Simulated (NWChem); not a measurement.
## Basis-set dependence for As (-1)

```
As
```
Charge -1, spin multiplicity 3.

Everything below was run with NWChem.

Hartree-Fock energies in Ha, correlation energies in mHa.

The Hamiltonian is non-relativistic. The correlated methods keep 9 core orbitals frozen. No SCF solution was tested for a lower state. Open-shell Hartree-Fock references start from PBE0 orbitals. Coupled-cluster values serve here as a point of comparison, not as the truth.

```tsv
basis	functions	UHF	UMP2	SCS-UMP2	CCSD on ROHF	CCSD[T] on ROHF	CCSD(T) on ROHF	CCSD on UHF	CCSD[T] on UHF	CCSD(T) on UHF
def2-SVPD	38	-2233.88042	-198.3	-181.5	-208.7	-214.1	-213.7	-205.0	-210.2	-209.7
def2-TZVPD	54	-2234.16868	-221.4	-204.5	-234.9	-243.4	-243.0	-230.6	-238.7	-238.2
```

From def2-SVPD to def2-TZVPD the Hartree-Fock energy moves by -288.3 mHa and the UMP2 correlation energy by -23.1 mHa, which is 10 % of its value in the larger set.
